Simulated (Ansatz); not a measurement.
# Relaxing a trial structure of FGe2H3

The starting geometry of this gas-phase singlet was optimised with GFN2-xTB.

```csv
atom,x (Å),y (Å),z (Å)
F,1.4841,-0.1254,-2.0168
Ge,0.5310,-1.2429,-0.9404
Ge,0.0570,0.4575,1.2961
H,-0.6137,-1.0080,1.5343
H,1.4028,-0.4538,0.6370
H,-0.5480,0.2885,-0.3403
```

Predict what becomes of its bonds when it is optimised with BLYP-D3(BJ)/def2-SVP.

New bonds form, giving a structure with H5 bridging Ge3 and Ge2, H6 bridging Ge2 and Ge3, given below by its coordinates. Contacts that close: Ge2–H5 (1.97 → 1.88 Å), Ge2–H6 (1.97 → 1.88 Å).

The energy falls by 0.06 eV over 7 steps:

```csv
step,E − E(last) (eV)
1,0.056
2,0.009
3,0.005
4,0.000
5,0.000
6,0.000
7,0.000
```

Final geometry (Å):

```xyz
6

F     1.5104   -0.0749   -2.0234
Ge    0.5739   -1.1972   -0.9956
Ge    0.0703    0.4622    1.2765
H    -0.6495   -0.9440    1.6533
H     1.3271   -0.5144    0.5892
H    -0.5190    0.1842   -0.3301
```

Frequencies at the end are all real (lowest 104 cm⁻¹). Run with Ansatz 0.2.0, 26 s on 1 thread of Intel(R) Xeon(R) Processor @ 2.50GHz (Skylake/Cascade Lake), with other jobs on the host.
